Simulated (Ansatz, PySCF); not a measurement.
Species: SiF$_{2}$ (charge 0, singlet). 
Structure (B3LYP-D3(BJ)/def2-TZVP (Ansatz, a program for electronic structure) minimum search):
```
Si
F 1 1.6090
F 1 1.6090 2 100.76
```
Charge 0, spin multiplicity 1.

Property: vertical triplet-singlet gap (E(triplet) - E(singlet); each state is the SCF solution reached for its spin; for the singlet the Hartree-Fock reference is unstable and T1 is 0.015), in eV. Correlated levels leave the core frozen unless marked. UHF or UKS for open shells. No spin-orbit coupling. No relativistic terms. Basis-set limits of correlation are two-point, X^-3; Hartree-Fock from the larger set. The bracket is a focal-point correction in the basis named.

```tsv
level	program	vertical triplet-singlet gap (eV)
SVWN5/def2-TZVPD	Ansatz	(withheld)
PBE/def2-TZVPD	Ansatz	3.13
r2SCAN/def2-TZVPD	Ansatz	2.85
B3LYP/def2-TZVPD	Ansatz	3.29
PBE0/def2-TZVPD	Ansatz	3.05
BHLYP/def2-TZVPD	Ansatz	(withheld)
M06-2X/def2-TZVPD	PySCF	3.19
CAM-B3LYP/def2-TZVPD	Ansatz	(withheld)
wB97M-V/def2-TZVPD	Ansatz	3.60
wB97X-V/def2-TZVPD	Ansatz	(withheld)
B2PLYP/def2-TZVPD	Ansatz	3.27
SCS-MP2/aug-cc-pV(D+d)Z	Ansatz	3.20
SCS-MP2/aug-cc-pV(T+d)Z	Ansatz	3.27
RI-MP2/CBS(aug-cc-pV(T+d)Z,aug-cc-pV(Q+d)Z)+[CCSD(T)-MP2]/aug-cc-pV(T+d)Z	Ansatz	3.33
```

Problem. Fill in the missing entries.

Solution. 
- SVWN5/def2-TZVPD, vertical triplet-singlet gap (eV): 3.36
- BHLYP/def2-TZVPD, vertical triplet-singlet gap (eV): 3.21
- CAM-B3LYP/def2-TZVPD, vertical triplet-singlet gap (eV): 3.30
- wB97X-V/def2-TZVPD, vertical triplet-singlet gap (eV): 3.34
